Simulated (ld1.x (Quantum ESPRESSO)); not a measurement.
**Scattering properties, TM potential for cadmium (Cd)**

- Element: cadmium (Cd)
- Generator: ld1.x (Quantum ESPRESSO) 7.5
- Type: norm-conserving Troullier–Martins (Kleinman–Bylander form)
- Functional: PBEsol
- Relativity: scalar-relativistic
- Frozen core: [Ar] 3d10
- Valence charge: 20
- Reference configuration: 4s2 4p6 4d10 5s2 5p0
- Partial waves: 4p (bound): rc 1.25 bohr; 4d (bound): rc 1.65 bohr; 4s (bound): rc 1.15 bohr
- Local potential: the s channel
- Core correction: none

Occupied shells without a wave of their own: 5s. They enter only through the test configuration that unscreens the potential.

The phase is arctan(r·u′/u) with u = r·R(r), unwrapped; energies in Ry, scanned from -10 to 5 Ry. A pole is an energy at which the radial function vanishes at the test radius. The pseudo phase is shifted by a multiple of π to meet the all-electron one at the reference energy, and phase errors are pseudo minus all-electron; the curves can meet again beyond the range given. Levels narrower than the energy grid can be missing from the lists of poles.

```
channel  radius (bohr)  reference energy (Ry)  poles, all-electron  poles, pseudo  unbroken range about the reference energy with phases within 0.05 rad  phase error 1 Ry above the reference energy (rad)
      s           1.79                  -7.78                -7.56          -7.56                                                             below -0.7                                             -0.001
      p           1.79                  -4.92                -4.50          -4.50                                                              below 0.8                                             -0.001
      d           1.79                  -0.86                 0.27           0.26                                                              below 5.0                                             -0.001
```

The potential misses its own reference levels by up to 0.4 eV.

Phases in the p channel:

```json
{"E (Ry)": "-10.00", "all-electron": "1.370", "pseudo": "1.369"}
{"E (Ry)": "-9.76", "all-electron": "1.366", "pseudo": "1.366"}
{"E (Ry)": "-9.52", "all-electron": "1.362", "pseudo": "1.362"}
{"E (Ry)": "-9.28", "all-electron": "1.357", "pseudo": "1.357"}
{"E (Ry)": "-9.04", "all-electron": "1.353", "pseudo": "1.352"}
{"E (Ry)": "-8.80", "all-electron": "1.347", "pseudo": "1.347"}
{"E (Ry)": "-8.56", "all-electron": "1.342", "pseudo": "1.341"}
{"E (Ry)": "-8.32", "all-electron": "1.335", "pseudo": "1.335"}
{"E (Ry)": "-8.08", "all-electron": "1.328", "pseudo": "1.328"}
{"E (Ry)": "-7.84", "all-electron": "1.320", "pseudo": "1.320"}
{"E (Ry)": "-7.60", "all-electron": "1.311", "pseudo": "1.311"}
{"E (Ry)": "-7.36", "all-electron": "1.300", "pseudo": "1.300"}
{"E (Ry)": "-7.12", "all-electron": "1.287", "pseudo": "1.286"}
{"E (Ry)": "-6.88", "all-electron": "1.271", "pseudo": "1.270"}
{"E (Ry)": "-6.64", "all-electron": "1.250", "pseudo": "1.249"}
{"E (Ry)": "-6.40", "all-electron": "1.222", "pseudo": "1.221"}
{"E (Ry)": "-6.16", "all-electron": "1.182", "pseudo": "1.180"}
{"E (Ry)": "-5.92", "all-electron": "1.116", "pseudo": "1.114"}
{"E (Ry)": "-5.68", "all-electron": "0.990", "pseudo": "0.988"}
{"E (Ry)": "-5.44", "all-electron": "0.662", "pseudo": "0.658"}
{"E (Ry)": "-5.20", "all-electron": "-0.397", "pseudo": "-0.401"}
{"E (Ry)": "-4.96", "all-electron": "-1.226", "pseudo": "-1.226"}
{"E (Ry)": "-4.72", "all-electron": "-1.472", "pseudo": "-1.473"}
{"E (Ry)": "-4.48", "all-electron": "-1.577", "pseudo": "-1.578"}
{"E (Ry)": "-4.24", "all-electron": "-1.636", "pseudo": "-1.637"}
{"E (Ry)": "-4.00", "all-electron": "-1.675", "pseudo": "-1.676"}
{"E (Ry)": "-3.76", "all-electron": "-1.704", "pseudo": "-1.705"}
{"E (Ry)": "-3.52", "all-electron": "-1.726", "pseudo": "-1.728"}
{"E (Ry)": "-3.28", "all-electron": "-1.745", "pseudo": "-1.747"}
{"E (Ry)": "-3.04", "all-electron": "-1.762", "pseudo": "-1.764"}
{"E (Ry)": "-2.80", "all-electron": "-1.777", "pseudo": "-1.780"}
{"E (Ry)": "-2.56", "all-electron": "-1.792", "pseudo": "-1.795"}
{"E (Ry)": "-2.32", "all-electron": "-1.806", "pseudo": "-1.810"}
{"E (Ry)": "-2.08", "all-electron": "-1.821", "pseudo": "-1.825"}
{"E (Ry)": "-1.84", "all-electron": "-1.835", "pseudo": "-1.840"}
{"E (Ry)": "-1.60", "all-electron": "-1.851", "pseudo": "-1.856"}
{"E (Ry)": "-1.36", "all-electron": "-1.867", "pseudo": "-1.873"}
{"E (Ry)": "-1.12", "all-electron": "-1.884", "pseudo": "-1.892"}
{"E (Ry)": "-0.88", "all-electron": "-1.902", "pseudo": "-1.912"}
{"E (Ry)": "-0.64", "all-electron": "-1.922", "pseudo": "-1.934"}
{"E (Ry)": "-0.40", "all-electron": "-1.944", "pseudo": "-1.959"}
{"E (Ry)": "-0.16", "all-electron": "-1.969", "pseudo": "-1.987"}
{"E (Ry)": "0.08", "all-electron": "-1.997", "pseudo": "-2.020"}
{"E (Ry)": "0.32", "all-electron": "-2.030", "pseudo": "-2.058"}
{"E (Ry)": "0.56", "all-electron": "-2.067", "pseudo": "-2.103"}
{"E (Ry)": "0.80", "all-electron": "-2.111", "pseudo": "-2.157"}
{"E (Ry)": "1.04", "all-electron": "-2.163", "pseudo": "-2.223"}
{"E (Ry)": "1.28", "all-electron": "-2.226", "pseudo": "-2.306"}
{"E (Ry)": "1.52", "all-electron": "-2.304", "pseudo": "-2.411"}
{"E (Ry)": "1.76", "all-electron": "-2.400", "pseudo": "-2.545"}
{"E (Ry)": "2.00", "all-electron": "-2.520", "pseudo": "-2.715"}
{"E (Ry)": "2.24", "all-electron": "-2.670", "pseudo": "-2.926"}
{"E (Ry)": "2.48", "all-electron": "-2.853", "pseudo": "-3.169"}
{"E (Ry)": "2.72", "all-electron": "-3.066", "pseudo": "-3.421"}
{"E (Ry)": "2.96", "all-electron": "-3.295", "pseudo": "-3.653"}
{"E (Ry)": "3.20", "all-electron": "-3.518", "pseudo": "-3.847"}
{"E (Ry)": "3.44", "all-electron": "-3.715", "pseudo": "-4.002"}
{"E (Ry)": "3.68", "all-electron": "-3.880", "pseudo": "-4.122"}
{"E (Ry)": "3.92", "all-electron": "-4.012", "pseudo": "-4.217"}
{"E (Ry)": "4.16", "all-electron": "-4.118", "pseudo": "-4.293"}
{"E (Ry)": "4.40", "all-electron": "-4.203", "pseudo": "-4.353"}
{"E (Ry)": "4.64", "all-electron": "-4.272", "pseudo": "-4.403"}
{"E (Ry)": "4.88", "all-electron": "-4.328", "pseudo": "-4.445"}
```
